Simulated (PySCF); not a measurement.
C₂H₁₁OPSi₂.
Numbering: `[CH3:1][CH2:2][O:3][Si@H:4]([SiH3:5])[PH2:6]` (hydrogens: H7, H8, H9 on C1; H10, H11 on C2; H12 on Si4; H13, H14, H15 on Si5; H16, H17 on P6)

The same species was optimised twice, with GFN2-xTB and with PBE0-D3(BJ)/def2-SVP (PySCF), and the same property calculations (PySCF, gas phase) were run on both structures.

```json
{"coordinate": "O3–Si4 (Å)", "GFN2-xTB": "1.625", "PBE0-D3(BJ)/def2-SVP": "1.669", "change": "+0.044"}
{"coordinate": "Si4–Si5 (Å)", "GFN2-xTB": "2.311", "PBE0-D3(BJ)/def2-SVP": "2.337", "change": "+0.026"}
{"coordinate": "Si4–P6 (Å)", "GFN2-xTB": "2.261", "PBE0-D3(BJ)/def2-SVP": "2.274", "change": "+0.013"}
{"coordinate": "C2–O3 (Å)", "GFN2-xTB": "1.401", "PBE0-D3(BJ)/def2-SVP": "1.412", "change": "+0.011"}
{"coordinate": "C1–C2 (Å)", "GFN2-xTB": "1.520", "PBE0-D3(BJ)/def2-SVP": "1.510", "change": "-0.010"}
{"coordinate": "Si5–Si4–P6 (°)", "GFN2-xTB": "119.0", "PBE0-D3(BJ)/def2-SVP": "113.2", "change": "-5.8"}
{"coordinate": "O3–Si4–Si5 (°)", "GFN2-xTB": "101.0", "PBE0-D3(BJ)/def2-SVP": "105.9", "change": "+4.9"}
{"coordinate": "C2–O3–Si4 (°)", "GFN2-xTB": "128.4", "PBE0-D3(BJ)/def2-SVP": "123.8", "change": "-4.6"}
{"coordinate": "O3–Si4–P6 (°)", "GFN2-xTB": "107.6", "PBE0-D3(BJ)/def2-SVP": "109.5", "change": "+1.9"}
{"coordinate": "C1–C2–O3 (°)", "GFN2-xTB": "109.9", "PBE0-D3(BJ)/def2-SVP": "109.4", "change": "-0.5"}
{"coordinate": "C1–C2–O3–Si4 (°)", "GFN2-xTB": "-147", "PBE0-D3(BJ)/def2-SVP": "-169", "change": "-22"}
{"coordinate": "C2–O3–Si4–Si5 (°)", "GFN2-xTB": "164", "PBE0-D3(BJ)/def2-SVP": "180", "change": "+16"}
```

Rotational constants: A = 1795, B = 1217, C = 817.6 MHz (GFN2-xTB) against A = 1897, B = 1099, C = 760.2 MHz (PBE0-D3(BJ)/def2-SVP). Point groups within 0.08 Å: C1 and C1. Atoms that the bonding makes alike are paired by their places after alignment.

On the GFN2-xTB structure: HOMO (eV) -7.24 [PBE0/pcSseg-1]; LUMO (eV) -0.33 [PBE0/pcSseg-1]; dipole (D) 0.41 [PBE0/pcSseg-1]; GIAO shielding of C1 (ppm) 166.2 [PBE0/pcSseg-1]; GIAO shielding of C2 (ppm) 123.3 [PBE0/pcSseg-1]; GIAO shielding of O3 (ppm) 308.3 [PBE0/pcSseg-1]; GIAO shielding of Si4 (ppm) 349.5 [PBE0/pcSseg-1]; GIAO shielding of Si5 (ppm) 461.0 [PBE0/pcSseg-1]; GIAO shielding of P6 (ppm) 611.3 [PBE0/pcSseg-1].

Question: What do these properties become on the PBE0-D3(BJ)/def2-SVP structure?

Answer: 
```json
{"property": "HOMO (eV)", "level": "PBE0/pcSseg-1", "on GFN2-xTB": "-7.24", "on PBE0-D3(BJ)/def2-SVP": "-7.22", "change": "+0.02"}
{"property": "LUMO (eV)", "level": "PBE0/pcSseg-1", "on GFN2-xTB": "-0.33", "on PBE0-D3(BJ)/def2-SVP": "-0.18", "change": "+0.15"}
{"property": "dipole (D)", "level": "PBE0/pcSseg-1", "on GFN2-xTB": "0.41", "on PBE0-D3(BJ)/def2-SVP": "0.43", "change": "+0.02"}
{"property": "energy, GFN2-xTB geometry as zero (kcal/mol)", "level": "PBE0/pcSseg-1", "on GFN2-xTB": "0.0", "on PBE0-D3(BJ)/def2-SVP": "-4.9", "change": "-4.9"}
{"property": "GIAO shielding of C1 (ppm)", "level": "PBE0/pcSseg-1", "on GFN2-xTB": "166.2", "on PBE0-D3(BJ)/def2-SVP": "164.6", "change": "-1.6"}
{"property": "GIAO shielding of C2 (ppm)", "level": "PBE0/pcSseg-1", "on GFN2-xTB": "123.3", "on PBE0-D3(BJ)/def2-SVP": "121.1", "change": "-2.2"}
{"property": "GIAO shielding of O3 (ppm)", "level": "PBE0/pcSseg-1", "on GFN2-xTB": "308.3", "on PBE0-D3(BJ)/def2-SVP": "299.9", "change": "-8.4"}
{"property": "GIAO shielding of Si4 (ppm)", "level": "PBE0/pcSseg-1", "on GFN2-xTB": "349.5", "on PBE0-D3(BJ)/def2-SVP": "347.0", "change": "-2.5"}
{"property": "GIAO shielding of Si5 (ppm)", "level": "PBE0/pcSseg-1", "on GFN2-xTB": "461.0", "on PBE0-D3(BJ)/def2-SVP": "452.3", "change": "-8.7"}
{"property": "GIAO shielding of P6 (ppm)", "level": "PBE0/pcSseg-1", "on GFN2-xTB": "611.3", "on PBE0-D3(BJ)/def2-SVP": "577.5", "change": "-33.8"}
```

The heavy atoms differ by 0.203 Å rms after alignment. Among bonds between heavy atoms O3–Si4 changes most (+0.044 Å). Changes are differences of the printed values. Neither structure is proved a minimum here.

The values belong to the conformer `[CH3:1][CH2:2][O:3][Si@H:4]([SiH3:5])[PH2:6]`: C1–C2–O3–Si4 -169°, C2–O3–Si4–Si5 180°, H–P6–Si4–O3 -178°, H–P6–Si4–O3 87°.
